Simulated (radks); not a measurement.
The samarium ion Sm4+, 58 electrons, occupied as [Xe] 4f(5/2: 3, 7/2: 0) 6s1 (not the ground configuration). All-electron calculation, Dirac Kohn-Sham, PBE, spin-unpolarised, spherical densities, finite nucleus; Fermi nuclear charge, rms radius 5.0819 fm. Program: a radial shooting solver on a logarithmic mesh with Libxc functionals. Some entries of the table are withheld. Estimate them.

| orbital | occ. | eigenvalue (hartree) | <1/r> (bohr^-1) |
|---|---|---|---|
| 1s1/2 | 2 | -1715.814 | 68.81 |
| 2s1/2 | 2 | -282.2913 | 16.35 |
| 2p1/2 | 2 | (1) | 16.33 |
| 2p3/2 | 4 | (2) | 14.56 |
| 3s1/2 | 2 | -63.84909 | 5.943 |
| 3p1/2 | 2 | (3) | 5.857 |
| 3p3/2 | 4 | (4) | 5.411 |
| 3d3/2 | 4 | -42.18339 | 5.283 |
| 3d5/2 | 6 | -41.21089 | 5.171 |
| 4s1/2 | 2 | -14.62204 | 2.493 |
| 4p1/2 | 2 | (5) | 2.391 |
| 4p3/2 | 4 | (6) | 2.242 |
| 4d3/2 | 4 | -7.20619 | 2.034 |
| 4d5/2 | 6 | -7.02330 | 1.998 |
| 5s1/2 | 2 | -3.46337 | 1.020 |
| 5p1/2 | 2 | -2.73616 | 0.9273 |
| 5p3/2 | 4 | -2.56268 | 0.8777 |
| 4f5/2 | 3 | (7) | 1.563 |
| 4f7/2 | 0 | (8) | 1.551 |
| 6s1/2 | 1 | -1.23977 | (9) |

Answer. 
(1) 2p1/2 eigenvalue (hartree): -267.6948
(2) 2p3/2 eigenvalue (hartree): -245.5484
(3) 3p1/2 eigenvalue (hartree): -57.56694
(4) 3p3/2 eigenvalue (hartree): -53.08458
(5) 4p1/2 eigenvalue (hartree): -12.20325
(6) 4p3/2 eigenvalue (hartree): -11.19910
(7) 4f5/2 eigenvalue (hartree): -2.33590
(8) 4f7/2 eigenvalue (hartree): -2.30973
(9) 6s1/2 <1/r> (bohr^-1): 0.4582
